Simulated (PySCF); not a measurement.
One of the candidates below gave these computed data.

* 13C NMR: chemical shifts (computed TMS as zero) by class: 208.4 (1 C), 168.6 (1 C), 145.9 (1 C), 89.2 (1 C), 55.9 (1 C), 38.7 (1 C) ppm [GIAO PBE0/pcSseg-1]
* NMR, other nuclei: isotropic shieldings of nuclei other than C and H, by class: -304 (1 O), 668 (1 Cl), 719 (1 Cl) ppm [GIAO PBE0/pcSseg-1]
* UV, first state: lowest singlet excitation: 3.76 eV (330 nm, f = 0.000) [TDDFT PBE0/def2-SVPD]
* Triplet: lowest triplet excitation (Tamm–Dancoff): 3.28 eV [TDA PBE0/def2-SVPD]
* 1H NMR: chemical shifts (computed TMS as zero) by class: 7.40 (1 H), 6.42 (1 H), 6.11 (1 H), 3.54 (1 H), 2.77 (1 H), 2.48 (1 H) ppm [GIAO PBE0/pcSseg-1]
* Rotational structure: rotational constants A, B, C: 2.010, 0.773, 0.701 GHz [GFN2-xTB]

Gas-phase values; electronic properties from PySCF, density fitting. Levels stand in brackets. One conformer (not necessarily the lowest) at the GFN2-xTB geometry, without solvent, vibrations or thermal averaging. NMR classes are plain means over equivalent atoms (diastereotopic ones count apart unless rotation or inversion swaps them), as if these changed places fast.

**Question.** Which candidate is it?
A. `O=C1C=C[C@H](C(Cl)Cl)C1`
B. `C=C(Cl)/C(=C\C=O)CCl`
C. `CC(=O)[Si]([SiH3])([SiH3])CCl`

**Answer.** A. It is `O=C1C=C[C@H](C(Cl)Cl)C1`. Numbering: `[O:1]=[C:2]1[CH:3]=[CH:4][C@H:5]([CH:6]([Cl:7])[Cl:8])[CH2:9]1`. Its formula, C6H6Cl2O, gives 3 degrees of unsaturation: 1 ring and 2 π bonds in the structure found. 6 carbons fall into 6 classes; from least to most shielded: ketone carbonyl carbon [C2] (208.4 ppm), alkene CH carbon [C4] (168.6 ppm), alkene CH carbon [C3] (145.9 ppm), CHCl2 carbon [C6] (89.2 ppm), allylic carbon [C5] (55.9 ppm), sp3 carbon next to a carbonyl [C9] (38.7 ppm). Hydrogen classes from least to most shielded: 1 H on an alkene CH carbon, C4 (7.40 ppm), 1 H on an alkene CH carbon, C3 (6.42 ppm), 1 H on a CHCl2 carbon, C6 (6.11 ppm), 1 H on an allylic carbon, C5 (3.54 ppm), 1 H on an sp3 carbon next to a carbonyl, C9 (2.77 ppm), 1 H on an sp3 carbon next to a carbonyl, C9 (2.48 ppm). The other shieldings belong to: -304 ppm, ketone oxygen [O1]; 668 ppm, alkyl chlorine [Cl8]; 719 ppm, alkyl chlorine [Cl7]. S1 is mainly HOMO→LUMO (weight 0.96); the largest Löwdin shares of the orbital it empties are 0.61 on the ketone oxygen, 0.12 on the ketone carbonyl carbon, 0.11 on the sp3 carbon next to a carbonyl and 0.09 on an alkene CH carbon, of the orbital it fills 0.28 on an alkene CH carbon, 0.18 on the ketone oxygen, 0.17 on the ketone carbonyl carbon and 0.16 on an alkene CH carbon. The optimised geometry has point group C1 and is an asymmetric top. NMR values of atoms bound to several Cl lack the spin–orbit term that these neighbours bring.

The others, at the same levels:
- `C=C(Cl)/C(=C\C=O)CCl` fails: its computed lowest singlet excitation is 3.30 eV (376 nm, f = 0.003) (against 3.76 eV), lowest triplet excitation (Tamm–Dancoff) is 2.76 eV (against 3.28 eV) and rotational constant A is 1.311 GHz (against 2.010 GHz).
- `CC(=O)[Si]([SiH3])([SiH3])CCl` fails: it has 11 hydrogens where the 1H data count 6; its computed 13C shifts are 243.6 (1 C), 42.5 (1 C), 32.2 (1 C) ppm, 1H shifts are 3.71 (6 H), 3.32 (2 H), 2.31 (3 H) ppm and rotational constant A is 1.005 GHz (against 2.010 GHz).

Each candidate is one conformer, not necessarily the lowest. Dipoles, sizes and rotational constants follow the conformer. The torsions of the flexible species, by atom-mapped SMILES:
- `[O:1]=[C:2]1[CH:3]=[CH:4][C@H:5]([CH:6]([Cl:7])[Cl:8])[CH2:9]1`: C4–C5–C6–Cl7 -58°
- `[CH2:1]=[C:2]([Cl:3])/[C:4](=[CH:5]\[CH:6]=[O:7])[CH2:8][Cl:9]`: C1–C2–C4–C5 -49°, C4–C5–C6–O7 170°, C2–C4–C8–Cl9 -66°
- `[CH3:1][C:2](=[O:3])[Si:4]([SiH3:5])([SiH3:6])[CH2:7][Cl:8]`: C1–C2–Si4–Si5 -65°, C2–Si4–C7–Cl8 -178°
